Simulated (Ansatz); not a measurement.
`C=C(C)[SiH2][SiH3]` → `C=C(C)[SiH3]` + `[SiH2]` at 298.15 K and 1 bar (silylene loss).

Computed with Ansatz on PBE0-D4/def2-TZVP structures; ΔE is electronic, products minus reactants. CCSD(T)/CBS adds triple-zeta CCSD(T) − MP2 to the extrapolated MP2 energy (def2 sets, frozen cores). This one scheme is used for every species. One conformer a species, not always the lowest.

```tsv
species	CCSD(T)/CBS energy (Eh)	H − E (kJ/mol)	S (J/(mol·K))
`C=C(C)[SiH2][SiH3]`	-698.30589	319.6	382.3
`C=C(C)[SiH3]`	-408.02495	268.0	318.7
`[SiH2]`	-290.19011	40.6	207.5
```

H − E and S are ideal-gas, rigid-rotor, harmonic terms from PBE0-D4/def2-TZVP, for one conformer and one mirror image of each species. 1 Eh = 2625.50 kJ/mol, R = 8.31446 J/(mol·K).

Problem. By hand: ΔE, ΔH, ΔS and ΔG.

Solution. ΔE = (-408.02495) + (-290.19011) − (-698.30589) = 0.09083 Eh = 238.5 kJ/mol. Δ(H − E) = 268.0 + 40.6 − 319.6 = -11.0, so ΔH = 227.5 kJ/mol. ΔS = 318.7 + 207.5 − 382.3 = 143.9 J/(mol·K). ΔG = 227.5 − 298.15 × (143.9)/1000 = 184.6 kJ/mol.

Problem. By hand: the equilibrium constant, and the temperature at which ΔG would vanish if ΔH and ΔS stayed fixed.

Solution. log₁₀ K = −ΔG/(RT ln 10) = -32.3. ΔG = 0 at ΔH/ΔS = 1581 K.

The number of gas molecules changes by +1, which sets the sign of ΔS. A doubt of 5 kJ/mol in ΔE shifts log₁₀ K by 0.9 here. Other conformers and mirror images would add mixing entropy, several J/(mol·K) or more a flexible species. Modes under 60 cm⁻¹, often nearly free rotors, make the harmonic entropy too high. These are equilibria of isolated gas molecules and say nothing of rates. Largest T1 diagnostic: 0.014 (customary marks: 0.02 for closed shells, 0.045 for open ones).
